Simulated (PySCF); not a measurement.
**Assigning NMR signals**

Geometry (Å), atoms numbered from 1 in this order:
```xyz
14

C    -0.101   -0.297   -2.991
C    -0.107   -0.498   -1.806
Si   -0.233   -0.770    0.032
O     0.011   -2.325    0.422
P    -2.205   -0.316    0.974
O     0.953    0.132    0.686
Si    1.450    1.516    1.368
H    -0.070   -0.129   -4.029
H     0.881   -2.713    0.366
H    -2.403    0.868    0.279
H    -2.942   -1.050    0.063
H     0.783    1.648    2.661
H     1.094    2.618    0.473
H     2.891    1.316    1.479
```

Theoretical values (PySCF 2.14.0 with density-fitted response routines): GIAO PBE0/pcSseg-1 shieldings, GFN2-xTB structure. Gas phase, rapidly exchanging positions averaged, non-relativistic, a single conformation.

Scale: ¹³C, ¹H against TMS (reference shieldings calculated alike).

**Question.** Assign these signals to the numbered atoms. ¹³C{¹H} NMR (computed): δ 98.1, 91.7.

**Answer.** 
| δ (ppm) | atoms | environment | reason |
| --- | --- | --- | --- |
| 98.1 | C1 | terminal alkyne carbon | the triple bond shields along its axis, which puts it between sp3 and sp2 carbons |
| 91.7 | C2 | alkyne carbon | sp carbons lie upfield of alkene carbons because the cylindrical π system leaves one tensor component strongly shielded |

**Question.** Assign these signals to the numbered atoms. ¹H NMR (300 MHz, computed): δ 5.10 (s, 3H), 2.43 (br s, 1H), 1.92 (s, 1H), 1.27 (m, 2H).

**Answer.** 
5.10 → H12/H13/H14, hydrogen on a silicon bonded to O
2.43 → H9, hydrogen on an oxygen bonded to Si: exchangeable; this is the value without hydrogen bonding to other molecules
1.92 → H8, hydrogen on a terminal alkyne carbon: it lies on the axis of the triple bond, in its shielding cone
1.27 → H10/H11, hydrogen on a phosphorus bonded to Si

OH/NH shifts are gas-phase values; hydrogen bonding in solution moves them, usually downfield. Splittings by ³¹P in the carbon and heteronuclear signals aren't shown, as no couplings were computed. Shifts are as computed. Against solution values, carbons near 30 ppm lie about +3 ppm off and those near 130 ppm about +5 ppm. Of 1211 compounds with measured shifts, 218 miss one by over three times the rms of a fit or turn the order of signals round; such compounds aren't used in these exercises. No couplings were computed; multiplicities are counted from neighbouring protons, with m where these are inequivalent, close in shift, in a saturated or five-membered ring or joined by F or P, and br s for small geminal =CH2 splittings.
